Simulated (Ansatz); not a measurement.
Gas-phase reaction in SMILES: [I][Cd][I] -> [I][Cd][I] as doublet, charge -1 (an electron is taken up)

Wanted: adiabatic electron affinity (0 K, with zero-point energies), in eV. Positive where the reaction releases energy. Terms: LANL2DZ with its own core potentials from Na on; dispersion terms only where a functional's name holds one; spin-orbit terms left out; UHF or UKS for open shells; frozen cores in correlated levels (noble-gas shells and the d and f shells of earlier blocks); STO-3G and 3-21G all-electron and non-relativistic; def2 sets with scalar-relativistic core potentials past Kr. Ab initio and DFT rows: single points at B3LYP-D3(BJ) geometries (Ansatz, an electronic-structure program), with unscaled harmonic terms from B3LYP/6-31G* (LANL2DZ past Ar) (Ansatz) at its own minima. The spin state of an ion or metal species was assumed, not searched.

```tsv
level	program	adiabatic electron affinity (0 K, with zero-point energies) (eV)
HF/STO-3G	Ansatz	-4.23
HF/3-21G	Ansatz	1.57
HF/LANL2DZ	Ansatz	1.50
PBE/STO-3G	Ansatz	-4.00
PBE/def2-SVP	Ansatz	1.58
BLYP/LANL2DZ	Ansatz	1.93
B3LYP/STO-3G	Ansatz	-3.85
B3LYP/LANL2DZ	Ansatz	2.05
B3LYP/def2-SVP	Ansatz	1.71
PBE0/LANL2DZ	Ansatz	1.94
MP2/STO-3G	Ansatz	-4.49
MP2/3-21G	Ansatz	1.37
MP2/LANL2DZ	Ansatz	1.23
r2SCAN-D4/def2-TZVPD	Ansatz + dftd4	1.76
B3LYP-D3(BJ)/def2-TZVPD	Ansatz + dftd3	1.87
B2PLYP-D3(BJ)/def2-TZVPD	Ansatz + dftd3	1.67
```

No value to compare with is used here. The 13 habitual levels span -4.49 (MP2/STO-3G) to 2.05 eV (B3LYP/LANL2DZ); B2PLYP-D3(BJ)/def2-TZVPD gives 1.67.

The levels are drawn from those run, B3LYP/6-31G* more often than the rest, none by its result; left out are runs that failed, that the program found above a lower state of the same kind, or whose <S^2> lies over 0.5 above the pure value.
